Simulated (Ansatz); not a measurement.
Two structures of BNH6OF2, closed shell, reached by relaxing down either side of one saddle point (PBE0-D4/def2-TZVP). Energies are electronic, without zero-point energy. Program: Ansatz 0.2.0. Basis: def2-TZVPP and def2-QZVPP. Cores are frozen in the correlated methods. Extrapolation: Hartree–Fock as exp(−7.88 √X), correlation as X^−2.97. First:

```json
{"atom": "B1", "x (Å)": "-1.1204", "y (Å)": "-0.9937", "z (Å)": "-0.5940"}
{"atom": "H2", "x (Å)": "-0.6564", "y (Å)": "-1.2244", "z (Å)": "-1.6934"}
{"atom": "F3", "x (Å)": "-1.9906", "y (Å)": "-1.9318", "z (Å)": "-0.1281"}
{"atom": "F4", "x (Å)": "-1.5693", "y (Å)": "0.3072", "z (Å)": "-0.4290"}
{"atom": "H5", "x (Å)": "0.6043", "y (Å)": "-0.1146", "z (Å)": "0.4661"}
{"atom": "O6", "x (Å)": "0.1366", "y (Å)": "-1.0421", "z (Å)": "0.4463"}
{"atom": "H7", "x (Å)": "1.6900", "y (Å)": "1.7403", "z (Å)": "-0.1713"}
{"atom": "N8", "x (Å)": "0.9630", "y (Å)": "1.4134", "z (Å)": "0.4529"}
{"atom": "H9", "x (Å)": "0.7621", "y (Å)": "-1.7269", "z (Å)": "0.1938"}
{"atom": "H10", "x (Å)": "1.1130", "y (Å)": "1.8358", "z (Å)": "1.3610"}
{"atom": "H11", "x (Å)": "0.0676", "y (Å)": "1.7367", "z (Å)": "0.0957"}
```

Second:

B1  (-0.762, -0.417, 0.434)
H2  (1.587, 0.284, -2.431)
F3  (-1.225, -0.391, -0.874)
F4  (-1.788, -0.183, 1.331)
H5  (0.618, 0.967, 1.469)
O6  (0.132, -1.459, 0.760)
H7  (0.929, -0.036, -2.272)
N8  (0.205, 0.922, 0.544)
H9  (-0.306, -2.309, 0.811)
H10  (0.947, 0.857, -0.147)
H11  (-0.336, 1.764, 0.374)
(Å)

(1) Which bonds change from the first to the second?

(2) Give the saddle point's structure and its height above each. (Judge from chemistry; the value comes from the calculation.)

No T1 diagnostic of these runs exceeds 0.012.

Results:

(1) BH₃OF₂ ([OH2][BH]([F])[F]) + NH₃ → BNH₄OF₂ ([NH3][B]([OH])([F])[F]) + H₂; bonds formed: B1–N8, H2–H7, H5–N8; dative contacts that become bonds: B1–O6; bonds broken: B1–H2, H5–O6, H7–N8.

(2) By the calculation: 0.652 eV above the first and 1.495 eV above the second (CCSD(T) at an estimated basis limit (MP2 extrapolated from triple and quadruple zeta, plus CCSD(T) − MP2 in triple zeta)).
```
11
angstrom
B -0.8543 -0.8381 -0.3959
H 0.0543 -0.1834 -1.2510
F -1.3393 -1.8185 -1.2126
F -1.7517 0.1600 -0.0775
H 0.8154 0.6294 1.1041
O -0.1334 -1.2777 0.7483
H 0.4272 0.5151 -0.6180
N 0.8230 1.2940 0.3308
H 0.1144 -2.1991 0.6621
H 1.7340 1.7209 0.2216
H 0.1105 1.9974 0.4880
```

The step is the kind of ligand exchange by which a precursor binds to a hydroxyl group, or is hydrolysed, in atomic layer deposition of oxides.

Labels in which every atom is bracketed show which atoms are joined, not bond orders.

For scale, one of the runs: CCSD(T)/def2-TZVPP, 239 basis functions, launched by `ansatz run in.yaml --threads 4 --pin off --events-out ev --progress --plain --max-ram 9574MiB`. Hardware: 4 CPU threads of an Arm Neoverse V1, shared host. Wall time 3.4 min; peak host memory 5.1 GiB.
